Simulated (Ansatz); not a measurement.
The lowest singlet and triplet of H4Si2 (SMILES [SiH][SiH3]); geometries from B3LYP-D3(BJ)/def2-TZVP, each state relaxed from the structure named, with no frequency check.
Singlet at the triplet's geometry (charge 0, multiplicity 1):
```xyz
6

Si     1.1820    -0.4150    -0.1361
Si    -1.0244     0.2921     0.0872
H      2.3229     0.4383     0.3026
H     -1.3719     0.5386     1.5091
H     -1.8831    -0.7909    -0.4434
H     -1.2744     1.5357    -0.6837
```

A positive gap puts the triplet lower; no zero-point energy. R- takes a restricted singlet. U- takes an unrestricted singlet (broken symmetry where lower, unprojected). The triplet is unrestricted in single-reference levels.

Frozen-core correlation.

The values were computed with Ansatz (Gaussian orbitals). Each number belongs to the level named beside it.

Q: One of these levels gives -2.09 kcal/mol for the gap E(singlet) − E(triplet), vertical, at the triplet's geometry. Which?
(A) U-wB97X-V/def2-TZVPP (spin-contaminated)
(B) U-HF/cc-pV(D+d)Z (spin-contaminated)
(C) R-CCSD/cc-pV(D+d)Z
(D) R-B2PLYP/def2-TZVPP

A: D, R-B2PLYP/def2-TZVPP. The others give 2.80 (U-HF/cc-pV(D+d)Z (spin-contaminated)), -5.35 (U-wB97X-V/def2-TZVPP (spin-contaminated)), -0.57 (R-CCSD/cc-pV(D+d)Z)

Doubts at one or more of the structures used: a restricted determinant that unrestricted orbitals would lower (R-B2PLYP/def2-TZVPP, R-CCSD/cc-pV(D+d)Z).

Ansatz is a program for electronic structure.
